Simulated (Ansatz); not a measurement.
Input for Ansatz (a first-principles code): R-BLYP/def2-TZVPP on H2O (SMILES O).

Ansatz 0.2 input:
```yaml
crystal:
  periodic: [false, false, false]
  atoms:
    - {symbol: O, position_ang: [-0.00000000, 0.00000000, 0.38961139]}
    - {symbol: H, position_ang: [0.00000000, 0.76498632, -0.19485569]}
    - {symbol: H, position_ang: [0.00000000, -0.76498632, -0.19485569]}
basis:
  gaussian:
    orbitals: def2-TZVPP
hamiltonian:
  xc: {name: BLYP}
scf: {lower_state_search: off}
```

It printed:

```
WARN ansatz: RAYON_NUM_THREADS=4 ignored (pool sized by the plan → 4); use --threads N
Functional definition: BLYP
these checks for a lower state are left out or cut short: stability, starts, cluster_reference, orbital_swaps, neighbouring_geometries, increment
integrals: 0.00 GiB planned
269 factors; their error is unknown
mean field: 0.10 GiB planned
mean field evaluation 1: about -2074.2763 eV, gradient 6.2e1 eV
mean field evaluation 2: about -2052.6940 eV, gradient 1.2e2 eV
mean field evaluation 4: about -2080.2791 eV, gradient 8.4e-1 eV
mean field evaluation 8: about -2080.2795 eV, gradient 1.9e-1 eV
mean field -2080.27951113 eV, -76.4488619700 hartree, gradient 3.6e-6 eV, S^2 0.000000; 0 other end points of the search recorded, 0 dependent functions left out
reference -2080.27970093 eV, -76.4488689448 hartree; 5, 5 occupied and 54, 54 virtual orbitals, 269 factors
Total energy: -2080.27970093 eV, -76.4488689448 hartree
Checks for a lower state left out: stability, starts, cluster_reference, orbital_swaps, neighbouring_geometries, increment
```

The calculation finished and met its thresholds.

Cost: about 0.5 core-seconds (a rough figure).
